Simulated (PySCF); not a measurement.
## Spin-rotation constants: SMILES C#CCC(=O)OC, C$_{5}$H$_{6}$O$_{2}$

Cartesian coordinates in Å; atom numbers follow the order of the lines, from 1:
```xyz
13

C     3.121    0.009    1.190
C     2.162   -0.364    0.580
C     0.976   -0.788   -0.138
C    -0.179    0.098    0.298
O    -0.484    1.139   -0.215
O    -0.807   -0.431    1.352
C    -1.875    0.333    1.894
H     3.977    0.321    1.710
H     1.135   -0.667   -1.211
H     0.752   -1.829    0.101
H    -1.520    1.322    2.191
H    -2.237   -0.219    2.757
H    -2.668    0.454    1.154
```

Computed with GIAO B97-2/pcSseg-1 magnetisability, rotational g tensor and spin-rotation constants, non-relativistic, gas phase (PySCF 2.14.0). Geometry: GFN2-xTB, dihedral held. The dihedral C2–C3–C4–O6 is held at 270°.

Problem. Give the nuclear spin-rotation constants along the inertial axes (H = +C I·J) beside the isotropic shieldings.

Solution. Rotational constants 5.3856, 1.6505, 1.5101 GHz. A star marks the isotopologue with that one atom substituted, in its own axes.
```csv
atom,isotope,Caa (kHz),Cbb (kHz),Ccc (kHz),mean (kHz),σ (ppm)
H8,1H,-0.275,-0.150,-0.111,-0.179,30.3
H9,1H,-0.500,0.041,-0.164,-0.208,28.7
H10,1H,-0.564,-0.137,0.020,-0.227,28.6
H11,1H,-0.526,-0.174,0.074,-0.209,27.9
H12,1H,-0.471,0.037,-0.143,-0.192,28.1
H13,1H,-0.201,-0.029,-0.153,-0.128,27.9
C1,13C*,1.039,0.428,0.346,0.604,111.1
C2,13C*,1.024,0.464,0.355,0.614,107.0
C3,13C*,0.802,0.264,0.247,0.438,157.7
C4,13C*,2.434,0.618,0.445,1.165,15.1
O5,17O*,-2.242,-0.839,-0.441,-1.174,-99.7
O6,17O*,-1.397,-0.250,-0.325,-0.658,141.4
C7,13C*,0.866,0.372,0.301,0.513,131.6
```
For the geometry as given, no vibrational averaging.
